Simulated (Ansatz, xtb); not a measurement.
CH5SeSi+: where a starting geometry ends

The starting geometry of this gas-phase singlet was built from a drawn formula by distance geometry and a force field; its bonds are those of `[SiH2+]C[SeH]`.

```json
{"atom": "C", "x (Å)": "-0.6313", "y (Å)": "0.3345", "z (Å)": "0.0855"}
{"atom": "Se", "x (Å)": "0.0137", "y (Å)": "-0.0938", "z (Å)": "1.8458"}
{"atom": "Si", "x (Å)": "-2.4212", "y (Å)": "-0.0076", "z (Å)": "-0.0464"}
{"atom": "H", "x (Å)": "-3.1444", "y (Å)": "0.2388", "z (Å)": "-1.3517"}
{"atom": "H", "x (Å)": "-3.1649", "y (Å)": "-0.5466", "z (Å)": "1.1240"}
{"atom": "H", "x (Å)": "-0.0727", "y (Å)": "-0.2980", "z (Å)": "-0.6944"}
{"atom": "H", "x (Å)": "-0.3825", "y (Å)": "1.3908", "z (Å)": "-0.1270"}
{"atom": "H", "x (Å)": "-0.2238", "y (Å)": "-1.5781", "z (Å)": "1.6274"}
```

Task: Predict what becomes of its bonds when it is optimised with r2SCAN-D4/def2-SVP.

Result: It rearranges to `C1[SiH2][SeH+]1`. Contacts that close: Se2–Si3 (3.08 → 2.40 Å).

The energy falls by 1.47 eV over 17 steps:

```json
{"step": "1", "E − E(last) (eV)": "1.475"}
{"step": "3", "E − E(last) (eV)": "1.340"}
{"step": "5", "E − E(last) (eV)": "1.249"}
{"step": "6", "E − E(last) (eV)": "1.174"}
{"step": "8", "E − E(last) (eV)": "0.939"}
{"step": "10", "E − E(last) (eV)": "0.508"}
{"step": "12", "E − E(last) (eV)": "0.075"}
{"step": "13", "E − E(last) (eV)": "0.005"}
{"step": "15", "E − E(last) (eV)": "0.001"}
{"step": "17", "E − E(last) (eV)": "0.000"}
```

Final geometry (Å):

```yaml
atoms:
  - { symbol: C, position_ang: [-0.6183, 0.5969, 0.0107] }
  - { symbol: Se, position_ang: [-0.5110, -0.6519, 1.6148] }
  - { symbol: Si, position_ang: [-2.3343, -0.0631, 0.1731] }
  - { symbol: H, position_ang: [-2.7308, -1.2136, -0.6610] }
  - { symbol: H, position_ang: [-3.3199, 0.7372, 0.9236] }
  - { symbol: H, position_ang: [0.0606, 0.2737, -0.7887] }
  - { symbol: H, position_ang: [-0.4003, 1.6115, 0.3718] }
  - { symbol: H, position_ang: [-0.1728, -1.8507, 0.8189] }
```

From the same start GFN2-xTB reaches the same bonding as this run.

No frequencies were run, so the end isn't proven a minimum. Run with Ansatz 0.2.0, 34 s on 2 threads of Arm Neoverse V1, with other jobs on the host.
